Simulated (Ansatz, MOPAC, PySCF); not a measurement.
Pair of molecules: H2O (SMILES O) (first 3 atoms) with C2H6O (SMILES CCO); geometry from B3LYP-D3(BJ)/def2-TZVP, rigid monomers moved along the line of their centres of mass till H2···O6 is 2.62 Å.
(charge 0, multiplicity 1):
| atom | x (Å) | y (Å) | z (Å) |
|---|---|---|---|
| O | -0.2192 | 0.3078 | 0.1725 |
| H | 0.3039 | 0.1022 | 0.9666 |
| H | 0.1251 | -0.2641 | -0.5197 |
| C | -1.2997 | 0.3307 | 4.2666 |
| C | -0.2654 | -0.7758 | 4.1851 |
| O | 0.9121 | -0.3787 | 3.4654 |
| H | -2.1908 | -0.0215 | 4.7911 |
| H | -1.5893 | 0.6575 | 3.2676 |
| H | -0.9103 | 1.1915 | 4.8175 |
| H | 0.0165 | -1.1263 | 5.1836 |
| H | -0.6578 | -1.6285 | 3.6313 |
| H | 1.2915 | 0.3951 | 3.8974 |

Monomers are frozen at their geometry in the pair; levels with a basis set take the counterpoise correction. Rows marked so take none.

Rows in 3-21G carry no dispersion term and start afresh at each structure. The state that AM1, PM3 reach isn't checked.

The values were computed with Ansatz (Gaussian basis) for Hartree–Fock, density functionals and correlated methods; MOPAC for AM1, PM3 (differences of heats of formation); PySCF for 3-21G rows. Each number belongs to the level named beside it.

### Question
One of these levels gives -3.08 kcal/mol for the interaction energy. Which?
A. HF/aug-cc-pVDZ
B. HF/3-21G (no counterpoise)
C. AM1
D. PM3

### Answer
A, HF/aug-cc-pVDZ. The others give -1.91 (AM1), -1.56 (PM3), -5.71 (HF/3-21G (no counterpoise))

Ansatz is a first-principles code.
